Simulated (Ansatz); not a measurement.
Total energies of `[CH3][Sc]([NH2])[F]`.

```xyz
9

C    -0.9074    0.8482   -1.0714
Sc   -0.0115    0.1766    0.8158
N     1.2693   -1.3229    0.7402
F    -0.4506    0.9821    2.4238
H    -1.4820    1.7779   -0.9889
H    -0.1417    1.0091   -1.8429
H    -1.5906    0.0886   -1.4771
H     1.5490   -1.8029   -0.1078
H     1.7654   -1.7568    1.5084
```

Total charge 0; spin multiplicity 1. Correlated methods include outer-core shells of Sc, which these sets cover unevenly. Scalar relativity is left out up to krypton. The geometry is a stationary point of PBE0-D4/def2-TZVP. It is one conformer, not always the lowest. Basis def2-TZVPP, the Gaussian-basis code of Ansatz.

RPA on PBE orbitals: Hartree–Fock energy of these orbitals -954.56179 Eh, correlation -1.51583 Eh (frozen core).

```json
{"functional": "LDA (SPW92)", "energy without D4 (Eh)": "-953.20419", "D4 term (kJ/mol)": "–"}
{"functional": "PBE", "energy without D4 (Eh)": "-956.18353", "D4 term (kJ/mol)": "-12.3"}
{"functional": "revPBE", "energy without D4 (Eh)": "-956.46255", "D4 term (kJ/mol)": "-34.7"}
{"functional": "BLYP", "energy without D4 (Eh)": "-956.59667", "D4 term (kJ/mol)": "-26.2"}
{"functional": "B3LYP", "energy without D4 (Eh)": "-956.64969", "D4 term (kJ/mol)": "-19.7"}
{"functional": "r2SCANh", "energy without D4 (Eh)": "-956.47491", "D4 term (kJ/mol)": "-3.4"}
{"functional": "BHLYP", "energy without D4 (Eh)": "-956.51066", "D4 term (kJ/mol)": "-16.0"}
{"functional": "ωB97M-V", "energy without D4 (Eh)": "-956.50022", "D4 term (kJ/mol)": "–"}
{"functional": "B2PLYP", "energy without D4 (Eh)": "-956.32786", "D4 term (kJ/mol)": "–"}
{"functional": "PBE-QIDH", "energy without D4 (Eh)": "-956.08506", "D4 term (kJ/mol)": "–"}
```

Problem. Give the same for r2SCAN, B97M-V, PBE0, r2SCAN0, HSE06 (plane-wave form), CAM-B3LYP, LC-ωPBE, ωB97X-V. (Best estimate.)

Solution. The calculation gave: 
| functional | energy without D4 (Eh) | D4 term (kJ/mol) |
| --- | --- | --- |
| r2SCAN | -956.49340 | -3.1 |
| B97M-V | -956.38237 | – |
| PBE0 | -956.21932 | -10.5 |
| r2SCAN0 | -956.44930 | -3.7 |
| HSE06 (plane-wave form) | -956.20126 | -9.9 |
| CAM-B3LYP | -956.58253 | -10.7 |
| LC-ωPBE | -956.34186 | – |
| ωB97X-V | -956.44859 | – |

B3LYP takes the VWN-RPA correlation (the form of Gaussian; ORCA's B3LYP/G). HSE06 is the plane-wave form, built on full-range PBE exchange. The double hybrids freeze the cores in their second-order part.

LC-ωPBE has ω = 0.4 bohr⁻¹.
